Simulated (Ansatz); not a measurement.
A single point on CH₆N₂OSSi (`N=C[Si](N)(O)S`).

```yaml
crystal:
  periodic: [false, false, false]
  atoms:
    - {symbol: N, position_ang: [0.149459, -1.702505, -1.345542]}
    - {symbol: C, position_ang: [0.757571, -1.040148, -0.445553]}
    - {symbol: Si, position_ang: [-0.159972, 0.474816, 0.215492]}
    - {symbol: N, position_ang: [-0.245087, 0.370385, 1.909433]}
    - {symbol: O, position_ang: [-1.543989, 0.454349, -0.656588]}
    - {symbol: S, position_ang: [0.898997, 2.292438, -0.116969]}
    - {symbol: H, position_ang: [0.689705, -2.500303, -1.684789]}
    - {symbol: H, position_ang: [1.759571, -1.318322, -0.090962]}
    - {symbol: H, position_ang: [-0.577197, -0.465890, 2.362588]}
    - {symbol: H, position_ang: [-0.440920, 1.192929, 2.456810]}
    - {symbol: H, position_ang: [-1.532988, -0.307061, -1.257469]}
    - {symbol: H, position_ang: [0.321749, 2.494311, -1.312549]}
basis:
  gaussian: {orbitals: def2-QZVPP}
correlation: {method: mp2}
```

```sh
$ ansatz run in.yaml --threads 2 --pin off --events-out ev --progress --plain --max-ram 22528MiB --backend cuda --devices 0, --max-vram 18GiB
```

It prints (some lines left out):

```
Functional definition: HF
3287 factors; integrals over basis functions are off by at most 8.7e-4 eV
mean field evaluation 1: about -24806.5137 eV, gradient 5.4e1 eV
mean field evaluation 2: about -24806.6970 eV, gradient 5.4e1 eV
mean field evaluation 4: about -24812.6099 eV, gradient 4.7e0 eV
mean field evaluation 8: about -24812.7011 eV, gradient 4.6e-1 eV
mean field evaluation 16: about -24812.7025 eV, gradient 2.6e-6 eV
mean field -24812.70253913 eV, -911.8499996591 hartree, gradient 2.6e-6 eV, S^2 0.000000; 0 other end points of the search recorded, 0 dependent functions left out
14 core orbitals not correlated: weight in the atoms' cores, before any rotation towards them, 1.000 or more for the frozen orbitals, at most 0.000 for the correlated occupied ones
reference -24812.70253913 eV, -911.8499996591 hartree; 18, 18 occupied and 516, 516 virtual orbitals, 3287 factors
second order -32.46762278 eV of doubles, -0.00000000 eV of singles
Total energy: -24845.17016191 eV, -913.0431627890 hartree
```

Hardware: 2 threads of an AMD EPYC 7R13 on a shared host and a share of an NVIDIA H100 80 GB. Wall time 4.8 s, peak host memory 1.1 GiB.
